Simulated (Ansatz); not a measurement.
Reaction (formal exchange of groups at the Al–C bond): `[CH3][Al]([CH3])[F]` + `CF` → `[CH3][Al]([F])[CH2]F` + CH₄

Computed with Ansatz on PBE0-D4/def2-TZVP structures; ΔE is electronic, products minus reactants. CCSD(T)/CBS is the MP2 limit (def2-TZVPP, def2-QZVPP) plus CCSD(T) − MP2 in def2-TZVPP, frozen cores. This one scheme is used for every species. Functionals use def2-TZVPP. B3LYP here is the variant with VWN-RPA as its local correlation; programs differ in this. One conformer a species, not always the lowest.

```json
{"level": "PBE-D4", "ΔE (kcal/mol)": "3.2", "difference from CCSD(T)/CBS": "-1.3"}
{"level": "r2SCAN-D4", "ΔE (kcal/mol)": "3.9", "difference from CCSD(T)/CBS": "-0.6"}
{"level": "PBE0-D4", "ΔE (kcal/mol)": "4.1", "difference from CCSD(T)/CBS": "-0.4"}
{"level": "ωB97X-V", "ΔE (kcal/mol)": "3.8", "difference from CCSD(T)/CBS": "-0.7"}
{"level": "ωB97M-V", "ΔE (kcal/mol)": "3.8", "difference from CCSD(T)/CBS": "-0.7"}
{"level": "B2PLYP", "ΔE (kcal/mol)": "4.0", "difference from CCSD(T)/CBS": "-0.5"}
{"level": "PBE", "ΔE (kcal/mol)": "3.3", "difference from CCSD(T)/CBS": "-1.2"}
{"level": "PBE0", "ΔE (kcal/mol)": "4.2", "difference from CCSD(T)/CBS": "-0.3"}
{"level": "B3LYP", "ΔE (kcal/mol)": "3.5", "difference from CCSD(T)/CBS": "-1.0"}
{"level": "HF/def2-TZVPP", "ΔE (kcal/mol)": "5.1", "difference from CCSD(T)/CBS": "0.6"}
{"level": "SCS-MP2/def2-TZVPP", "ΔE (kcal/mol)": "4.8", "difference from CCSD(T)/CBS": "0.3"}
{"level": "CCSD(T)/def2-TZVPP", "ΔE (kcal/mol)": "4.6", "difference from CCSD(T)/CBS": "0.1"}
{"level": "HF/def2-QZVPP", "ΔE (kcal/mol)": "5.2", "difference from CCSD(T)/CBS": "0.7"}
{"level": "MP2/def2-QZVPP", "ΔE (kcal/mol)": "5.0", "difference from CCSD(T)/CBS": "0.5"}
{"level": "HF/CBS(def2)", "ΔE (kcal/mol)": "5.2", "difference from CCSD(T)/CBS": "0.7"}
{"level": "CCSD/CBS(def2)", "ΔE (kcal/mol)": "4.6", "difference from CCSD(T)/CBS": "0.1"}
{"level": "CCSD(T)/CBS", "ΔE (kcal/mol)": "4.5", "difference from CCSD(T)/CBS": "0"}
```

Largest T1 diagnostic among the species: 0.012.

From PBE to PBE0 (25 % exact exchange), in def2-TZVPP and without D4, ΔE moves by +0.9 kcal/mol.
